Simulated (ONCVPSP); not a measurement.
iodine (I), ONCV: configuration errors across variants

I (Z = 53), optimised norm-conserving Vanderbilt (ONCV), made with ONCVPSP 4.0.1 (PBE, scalar-relativistic). Core [Kr] 4d10, reference 5s2 5p5. Waves: 5s: rc 1.80 bohr, ncon 5, nbas 10, qcut 3 1/bohr, 2 projectors, debl 3 Ha; 5p: rc 1.80 bohr, ncon 3, nbas 6, qcut 4.2 1/bohr, 2 projectors, debl 1.3 Ha. Local part: polynomial inside 1.50 bohr (lpopt 5, dvloc0 0 Ha). Core correction: Teter function, fcfact 3.5, rcfact 1.2.

All-electron excitation energies from the reference (eV): (1) 5s2 5p4 11.131; (2) 5s2 5p3 30.978; (3) 5s2 5p2 60.307; (4) 5s2 5p4.5 4.532.

2 further variants failed, have other tests or too few solved ones, and are left out.

Errors AE − PS in meV (a dash: test not solved or not reliable):

| change | (1) | (2) | (3) | (4) | bound ghosts | GHOST(+) flags above zero |
| --- | --- | --- | --- | --- | --- | --- |
| base | -5.2 | -22 | -60 | -1.6 | none | s |
| s: qcut 1.8 | -5.2 | -22 | -59 | -1.6 | none | s |
| s: qcut 2.7 | -5.2 | -22 | -60 | -1.6 | none | s |
| s: qcut 2.9 | -5.2 | -22 | -60 | -1.6 | none | s |
| s: qcut 3.3 | -5.2 | -22 | -60 | -1.6 | none | s |
| s: qcut 3.8 | -5.2 | -23 | -61 | -1.6 | none | s |

(1) Give the same row for: s: qcut 2.1.

Results:

(1) -5.2, -22, -59, -1.6; bound ghosts: none; GHOST(+) flags above zero: s.
